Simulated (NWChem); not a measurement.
Molecule: TaOClF$_{2}$; SMILES [O]=[Ta]([F])([F])[Cl]

Program: NWChem. All runs use the structure optimised with PBE0/def2-SVP. def2 effective core potentials on Ta; no spin-orbit coupling. Level B3LYP/def2-SVP: energy and gradient on several grids; changes count from the extra-fine grid, which is no exact limit either.

Question: Which is the coarsest grid (xfine; xcoarse; medium; coarse; fine) from which on the energy stays within 100 μHa and each gradient component within 200 μHa/bohr of xfine?

Answer: medium.
```
grid     size of the energy change (μHa)  largest change of a gradient component (μHa/bohr)
-------  -------------------------------  -------------------------------------------------
xcoarse                             3000                                               7000
coarse                                70                                                400
medium                              < 10                                               < 30
fine                                < 10                                               < 30
xfine                               < 10                                               < 30
```
